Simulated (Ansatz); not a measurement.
Cost and result for the atomization energy of CH₈O₃Si₂ (`C[SiH](O)[SiH](O)O`) (14 atoms, 13 bonds).

```xyz
14

C     1.841   -0.002    1.164
Si    0.187    0.633    0.569
O     0.358    1.784   -0.626
Si   -1.067   -0.961   -0.614
O    -2.635   -0.781   -0.140
O    -0.818   -0.638   -2.212
H     2.414   -0.441    0.344
H     1.695   -0.772    1.927
H     2.438    0.798    1.611
H    -0.536    1.220    1.737
H     0.713    2.640   -0.384
H    -0.668   -2.386   -0.457
H    -3.284   -1.379   -0.514
H    -0.637    0.286   -2.406
```

Charge 0, multiplicity 1. All single points use the PBE0-D4/def2-TZVP geometry. It is one conformer, not always the lowest. Program: Ansatz. All runs use 2 threads of an AMD EPYC 7R13 on a shared host and a share of an NVIDIA H100 80 GB. Times are those of one run each, without the atoms' runs, and a repeat can differ threefold. Electronic energies, without spin–orbit coupling; frozen cores. CCSD(T)/CBS adds CCSD(T) − MP2 in def2-TZVPP to the MP2 limit, and its time is that of the two runs behind it. T1 = 0.012. B3LYP takes the VWN-RPA correlation (the form of Gaussian; ORCA's B3LYP/G).

CCSD(T)/CBS is a level of theory with its own doubt, some kJ/mol a heavy atom from the limit and from the frozen cores, so smaller differences don't rank the functionals.

```tsv
level	functions	wall time	atomization (kJ/mol)	difference from CCSD(T)/CBS	per bond
PBE0-D4/def2-TZVPP	320	2.7 s	5202.8	-76.8	-5.9
B3LYP-D4/def2-TZVPP (with forces)	320	3.3 s	5233.1	-46.5	-3.6
PBE-D4/def2-TZVPP (with forces)	320	3.4 s	5295.3	15.7	1.2
r2SCAN-D4/def2-TZVPP (with forces)	320	3.5 s	5257.4	-22.2	-1.7
ωB97X-V/def2-TZVPP	320	3.6 s	5270.1	-9.5	-0.7
B2PLYP/def2-TZVPP	320	3.6 s	5187.9	-91.7	-7.1
ωB97M-V/def2-TZVPP (with forces)	320	4.6 s	5265.4	-14.2	-1.1
MP2/def2-QZVPP	608	4.6 s	5311.3	31.7	2.4
CCSD(T)/def2-TZVPP	320	6.5 s	5123.7	-155.9	-12.0
CCSD(T)/CBS(def2)	–	11 s	5279.6	0.0	0.0
```

The D4 term adds +50.1 kJ/mol with B3LYP and +26.7 kJ/mol with PBE0; it sums over pairs of atoms, weighted by their polarisabilities, and B3LYP, whose exchange is more repulsive, gets the larger term. From PBE to PBE0 (25 % exact exchange), in def2-TZVPP and without D4, the atomization energy moves by −88.0 kJ/mol: exact exchange takes away binding that semilocal exchange gives to molecules. In def2-TZVPP, CCSD(T) changes the Hartree–Fock value by +1320.3 kJ/mol (the triples alone add +71.1 kJ/mol) and MP2 by +1414.7 kJ/mol; breaking electron pairs costs correlation energy, which Hartree–Fock lacks.
